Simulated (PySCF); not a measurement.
CH8N2Si2, SMILES N[Si@H]1NC[SiH2]1. Atoms are numbered in the order given.

```xyz
13

N      2.0257    -1.0370     0.6206
Si     0.5199    -0.7921    -0.1745
N     -0.8263    -0.5421     0.8992
C     -1.5903     0.6453     0.5189
Si    -0.3946     1.2592    -0.8636
H      2.4180    -0.3638     1.2674
H      2.7241    -1.6666     0.2458
H      0.4642    -1.9496    -1.1279
H     -1.1863    -1.1363     1.6397
H     -1.7135     1.3663     1.3484
H     -2.5994     0.4199     0.1245
H      0.3143     2.5304    -0.5088
H     -1.0299     1.4425    -2.2071
```
Charge 0, spin multiplicity 1.

Geometry: PBE0-D3(BJ)/def2-SVP. The structure was generated by enumeration; whether it is a known compound was not checked. Other conformers were not sampled.

Vertical ionisation energy (IE) and electron affinity (EA) in eV. Rows of orbital energies are one-electron estimates. Where ΔSCF, EOM or ADC give a negative EA the extra electron is unbound and the value depends on the basis.

```json
[
 {"level": "−ε(HOMO), −ε(LUMO), M06-2X/def2-TZVP (PySCF)", "IE": "7.74", "EA": "-0.98"},
 {"level": "−ε(HOMO), −ε(LUMO), PBE/def2-TZVP (PySCF)", "IE": "…", "EA": "…"}
]
```

Q: Complete the blanks. (An estimate is asked for; the answer gives what the named calculation found.)

A: 
- −ε(HOMO), −ε(LUMO), PBE/def2-TZVP (PySCF), IE: 5.32
- −ε(HOMO), −ε(LUMO), PBE/def2-TZVP (PySCF), EA: 0.53
